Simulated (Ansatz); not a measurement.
`[BH2][SnH2][CH2]Cl` at its PBE0-D4/def2-TZVP geometry, where that method's forces vanish. Total charge 0; spin multiplicity 1. Sn: def2 effective core potential.

```tsv
atom	x (Å)	y (Å)	z (Å)
B1	-1.256	0.845	0.641
Sn2	-0.141	0.119	-1.190
C3	1.154	-0.795	0.354
Cl4	0.195	-0.167	1.769
H5	-1.118	1.989	0.962
H6	-2.276	0.291	0.929
H7	0.835	1.133	-2.168
H8	-0.712	-1.132	-2.212
H9	1.155	-1.880	0.443
H10	2.163	-0.405	0.472
```

Task: For each bond, give half the difference of the two atoms' forces along it (eV/Å; positive pushes the atoms apart) under PBE-D4, r2SCAN-D4, B3LYP-D4, ωB97M-V in def2-TZVPP. (Estimate.)

Result: Ansatz gave: 
```csv
bond,length (Å),PBE-D4,r2SCAN-D4,B3LYP-D4,ωB97M-V
B1–Sn2,2.263,0.01,0.06,0.22,0.06
B1–Cl4,2.098,-0.04,0.08,0.28,0.17
B1–H5,1.195,0.06,-0.05,-0.18,-0.12
B1–H6,1.195,0.06,-0.05,-0.18,-0.12
Sn2–C3,2.213,0.10,0.08,0.25,0.01
Sn2–H7,1.714,0.07,-0.02,-0.03,-0.07
Sn2–H8,1.714,0.07,-0.02,-0.03,-0.07
C3–Cl4,1.821,0.19,0.26,0.40,0.20
C3–H9,1.088,0.09,-0.06,-0.17,-0.09
C3–H10,1.088,0.09,-0.06,-0.17,-0.09
```

B3LYP here is the variant with VWN-RPA as its local correlation; programs differ in this.
